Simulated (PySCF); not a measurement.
**Working out the ionisation energy of Ta⁺**

Ta⁺ [Xe] 4f14 5d3 6s1 (5F) → Ta²⁺ [Xe] 4f14 5d3 (4F). All numbers are calculated (PySCF 2.14, scalar relativity through the core potential, in aug-cc-pwCVDZ-PP with ECP60MDF). Frozen: nothing. Energies in hartree (1 hartree = 27.21139 eV):

```csv
part,Ta⁺ (lower),Ta²⁺ (upper)
UHF,-56.531429,-56.009906
MP2 opposite-spin,-0.168978,-0.157800
MP2 same-spin,-0.086952,-0.067641
```

Problem. What does Hartree-Fock give?

Solution. (-56.009906) − (-56.531429) = 0.521523 hartree = 14.191 eV.

Problem. What do MP2 and SCS-MP2 (6/5 opposite-spin, 1/3 same-spin) give?

Solution. The opposite-spin parts differ by 0.304 eV and the same-spin parts by 0.525 eV. MP2: 14.191 + (0.304) + (0.525) = 15.020 eV. SCS-MP2: 14.191 + 1.2 × (0.304) + (0.525)/3 = 14.731 eV.

Reference: 16.2 ± 0.5 eV (semi-empirical (NIST evaluation); NIST Atomic Spectra Database, ionization energies), between the lowest levels; spin-orbit coupling is absent from the calculation.

A double-zeta basis recovers only part of the correlation energy.

What remains against the reference includes basis incompleteness and correlation beyond second order.
